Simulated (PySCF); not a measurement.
## How methods differ on the excitation energy of Cr

Cr [Ar] 3d5 4s1 (7S) → Cr [Ar] 3d4 4s1 5s1 (7D), as a difference of total energies. Computed with PySCF 2.14 in aug-cc-pVTZ-DK (8s7p5d3f2g, 93 functions), with the spin-free X2C one-electron Hamiltonian (Gaussian nucleus). Correlated levels: valence: [Ar] frozen. The calculations carry no spin-orbit coupling.

| method | excitation energy (eV) |
| --- | --- |
| UHF | 4.449 |
| LDA | 6.727 |
| PBE | 6.367 |
| PBE0 | 6.003 |
| r2SCAN | 6.297 |
| TPSS | 6.240 |
| BP86 | 6.435 |
| MP2 (valence) | 5.494 |
| SCS-MP2 (valence) | 4.797 |

Problem. How much does correlation contribute at MP2 (valence)?

Solution. 5.494 − (4.449) = 1.045 eV, measured against UHF.

A first-order spin-orbit estimate (lowest level to lowest level, LS coupling) adds -0.040 eV.

The promoted electron is Rydberg-like, and one or two diffuse shells describe it only roughly, which tends to raise the upper state.
